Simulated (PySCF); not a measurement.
dimethyl selenide (C₂H₆Se), SMILES [Se](C)C. Heavy atoms are numbered as in [CH3:1][Se:2][CH3:3]. Hydrogens are named by the atom that carries them.

Coordinates come from a B3LYP-D3(BJ)/def2-TZVP optimisation.

These are B3LYP/pcSseg-1 in PySCF values and carry that method's errors.

GIAO shieldings, no solvent; atoms alike by connectivity are averaged. δ = σ(ref) − σ: ¹³C against TMS (σ = 181.3 ppm); ¹H against TMS (σ = 31.68 ppm), references at their B3LYP-D3(BJ)/def2-TZVP geometries, non-relativistic.

Problem. Estimate the chemical shifts. (An estimate is asked for; the answer gives what the named calculation found.)

Solution. 
```tsv
nucleus	atoms	count	δ (ppm)
¹³C	C1 (CH3)	2	18.1
¹H	H on C1	6	1.80
```
